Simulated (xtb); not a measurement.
xtb input file for CHCl2FOSi, SMILES O=C[Si](F)(Cl)Cl, GFN2-xTB. 

```
$ xtb mol.xyz --gfn 2 --sp --chrg 0 --uhf 0 --json
$ cat mol.xyz
7

O     -2.34546412    -0.40667608    -1.14590229
C     -1.85866933    -0.11189410    -0.08813323
Si     0.03199783     0.05963373     0.26062976
F      0.04810563     0.39839345     1.84047738
Cl     1.01706089    -1.65079072     0.01529028
Cl     0.83913487     1.61663702    -0.67997451
H     -2.52051940     0.08497289     0.78253643
```

Log of the run:

```
[banner left out]
          |                Calculation Setup                |
           -------------------------------------------------



           -------------------------------------------------
          |                 G F N 2 - x T B                 |
           -------------------------------------------------

        Reference                      10.1021/acs.jctc.8b01176
      * Hamiltonian:
        H0-scaling (s, p, d)           1.850000    2.230000    2.230000
        zeta-weighting                 0.500000
      * Dispersion:
        s8                             2.700000
        a1                             0.520000
        a2                             5.000000
        s9                             5.000000
      * Repulsion:
        kExp                           1.500000    1.000000
        rExp                           1.000000
      * Coulomb:
        alpha                          2.000000
        third order                    shell-resolved
        anisotropic                    true
        a3                             3.000000
        a5                             4.000000
        cn-shift                       1.200000
        cn-exp                         4.000000
        max-rad                        5.000000


          ...................................................
          :                      SETUP                      :
          :.................................................:
          :  # basis functions                  43          :
          :  # atomic orbitals                  40          :
          :  # shells                           16          :
          :  # electrons                        36          :
          :  max. iterations                   250          :
          :  Hamiltonian                  GFN2-xTB          :
          :  restarted?                      false          :
          :  GBSA solvation                  false          :
          :  PC potential                    false          :
          :  electronic temp.          300.0000000     K    :
          :  accuracy                    1.0000000          :
          :  -> integral cutoff          0.2500000E+02      :
          :  -> integral neglect         0.1000000E-07      :
          :  -> SCF convergence          0.1000000E-05 Eh   :
          :  -> wf. convergence          0.1000000E-03 e    :
          :  Broyden damping             0.4000000          :
          :  net charge                          0          :
          :  unpaired electrons                  0          :
          ...................................................

 iter      E             dE          RMSdq      gap      omega  full diag
   1    -22.3774955 -0.223775E+02  0.742E+00    2.76       0.0  T
   2    -22.4407634 -0.632679E-01  0.428E+00    2.45       1.0  T
   3    -22.4467511 -0.598779E-02  0.248E+00    2.62       1.0  T
   4    -22.4531923 -0.644116E-02  0.129E+00    2.55       1.0  T
   5    -22.4592724 -0.608012E-02  0.460E-01    2.53       1.0  T
   6    -22.4575303  0.174216E-02  0.612E-01    2.55       1.0  T
   7    -22.4593090 -0.177873E-02  0.185E-01    2.55       1.0  T
   8    -22.4593964 -0.873942E-04  0.137E-01    2.55       1.0  T
   9    -22.4594949 -0.985250E-04  0.104E-02    2.55       3.6  T
  10    -22.4594948  0.936954E-07  0.101E-02    2.55       3.7  T
  11    -22.4594953 -0.482579E-06  0.279E-03    2.55      13.6  T
  12    -22.4594953 -0.808830E-08  0.193E-03    2.55      19.6  T
  13    -22.4594953 -0.167725E-07  0.357E-04    2.55     105.8  T
  14    -22.4594953  0.632969E-09  0.497E-04    2.55      76.0  T

   *** convergence criteria satisfied after 14 iterations ***

         #    Occupation            Energy/Eh            Energy/eV
      -------------------------------------------------------------
         1        2.0000           -1.0972446             -29.8575
       ...           ...                  ...                  ...
        12        2.0000           -0.5228375             -14.2271
        13        2.0000           -0.5020078             -13.6603
        14        2.0000           -0.4816385             -13.1061
        15        2.0000           -0.4763896             -12.9632
        16        2.0000           -0.4715065             -12.8303
        17        2.0000           -0.4663465             -12.6899
        18        2.0000           -0.4121555             -11.2153 (HOMO)
        19                         -0.3183680              -8.6632 (LUMO)
        20                         -0.2115157              -5.7556
        21                         -0.1771630              -4.8209
        22                         -0.1610213              -4.3816
        23                         -0.0798289              -2.1723
       ...                                ...                  ...
        40                          0.8647411              23.5308
      -------------------------------------------------------------
                  HL-Gap            0.0937875 Eh            2.5521 eV
             Fermi-level           -0.3652618 Eh           -9.9393 eV

 SCC (total)                   0 d,  0 h,  0 min,  0.013 sec
 SCC setup                      ...        0 min,  0.000 sec (  0.748%)
 Dispersion                     ...        0 min,  0.000 sec (  0.266%)
 classical contributions        ...        0 min,  0.000 sec (  0.114%)
 integral evaluation            ...        0 min,  0.002 sec ( 17.469%)
 iterations                     ...        0 min,  0.007 sec ( 51.891%)
 molecular gradient             ...        0 min,  0.004 sec ( 28.495%)
 printout                       ...        0 min,  0.000 sec (  0.862%)

         :::::::::::::::::::::::::::::::::::::::::::::::::::::
         ::                     SUMMARY                     ::
         :::::::::::::::::::::::::::::::::::::::::::::::::::::
         :: total energy             -22.368640790963 Eh    ::
         :: gradient norm              0.000461086576 Eh/a0 ::
         :: HOMO-LUMO gap              2.552086504173 eV    ::
         ::.................................................::
         :: SCC energy               -22.459489949972 Eh    ::
         :: -> isotropic ES            0.049556389084 Eh    ::
         :: -> anisotropic ES          0.000764380806 Eh    ::
         :: -> anisotropic XC         -0.000443781278 Eh    ::
         :: -> dispersion             -0.006333646138 Eh    ::
         :: repulsion energy           0.090849159009 Eh    ::
         :: add. restraining           0.000000000000 Eh    ::
         :: total charge               0.000000000000 e     ::
         :::::::::::::::::::::::::::::::::::::::::::::::::::::

           -------------------------------------------------
          |                Property Printout                |
           -------------------------------------------------

    * Orbital Energies and Occupations

         #    Occupation            Energy/Eh            Energy/eV
      -------------------------------------------------------------
         1        2.0000           -1.0972446             -29.8575
       ...           ...                  ...                  ...
         6        2.0000           -0.6254499             -17.0194
         7        2.0000           -0.5805054             -15.7964
         8        2.0000           -0.5655856             -15.3904
         9        2.0000           -0.5547485             -15.0955
        10        2.0000           -0.5530656             -15.0497
        11        2.0000           -0.5474932             -14.8980
        12        2.0000           -0.5228375             -14.2271
        13        2.0000           -0.5020078             -13.6603
        14        2.0000           -0.4816385             -13.1061
        15        2.0000           -0.4763896             -12.9632
        16        2.0000           -0.4715065             -12.8303
        17        2.0000           -0.4663465             -12.6899
        18        2.0000           -0.4121555             -11.2153 (HOMO)
        19                         -0.3183680              -8.6632 (LUMO)
        20                         -0.2115157              -5.7556
        21                         -0.1771630              -4.8209
        22                         -0.1610213              -4.3816
        23                         -0.0798289              -2.1723
        24                         -0.0414171              -1.1270
        25                         -0.0377817              -1.0281
        26                         -0.0215242              -0.5857
        27                         -0.0172702              -0.4699
        28                         -0.0171238              -0.4660
        29                         -0.0170768              -0.4647
       ...                                ...                  ...
        40                          0.8647411              23.5308
      -------------------------------------------------------------
                  HL-Gap            0.0937875 Eh            2.5521 eV
             Fermi-level           -0.3652618 Eh           -9.9393 eV

     #   Z          covCN         q      C6AA      α(0)
     1   8 O        0.858    -0.287    19.545     5.927
     2   6 C        2.646     0.123    25.286     8.226
     3  14 Si       3.186     0.579   139.521    24.933
     4   9 F        0.705    -0.240    11.666     4.033
     5  17 Cl       0.807    -0.110   102.466    15.485
     6  17 Cl       0.807    -0.112   102.528    15.490
     7   1 H        0.921     0.046     2.375     2.410

 Mol. C6AA /au·bohr⁶  :       2103.768954
 Mol. C8AA /au·bohr⁸  :      85955.652570
 Mol. α(0) /au        :         76.504697


Wiberg/Mayer (AO) data.
largest (>0.10) Wiberg bond orders for each atom

 ---------------------------------------------------------------------------
     #   Z sym  total        # sym  WBO       # sym  WBO       # sym  WBO
 ---------------------------------------------------------------------------
     1   8 O    2.112 --     2 C    2.003
     2   6 C    3.880 --     1 O    2.003     7 H    0.938     3 Si   0.796
     3  14 Si   4.339 --     5 Cl   1.206     6 Cl   1.203     4 F    1.086
                             2 C    0.796
     4   9 F    1.224 --     3 Si   1.086
     5  17 Cl   1.382 --     3 Si   1.206
     6  17 Cl   1.380 --     3 Si   1.203
     7   1 H    0.998 --     2 C    0.938
 ---------------------------------------------------------------------------

Topologies differ in total number of bonds
Writing topology from bond orders to xtbtopo.mol

molecular dipole:
                 x           y           z       tot (Debye)
 q only:        0.247       0.087       0.260
   full:        0.188       0.104       0.330       1.002
molecular quadrupole (traceless):
                xx          xy          yy          xz          yz          zz
 q only:       -0.473      -1.224       1.574      -4.259      -0.914      -1.101
  q+dip:        0.581      -1.588       1.828      -5.786      -1.355      -2.409
   full:        0.329      -1.536       2.447      -5.447      -1.625      -2.776


           -------------------------------------------------
          | TOTAL ENERGY              -22.368640790963 Eh   |
          | GRADIENT NORM               0.000461086576 Eh/α |
          | HOMO-LUMO GAP               2.552086504173 eV   |
           -------------------------------------------------

------------------------------------------------------------------------
------------------------------------------------------------------------
 total:
Note: The following floating-point exceptions are signalling: IEEE_UNDERFLOW_FLAG IEEE_DENORMAL
normal termination of xtb
 SCF:
```

Self-consistency was reached.

Cost: very roughly 0.05 core-seconds.
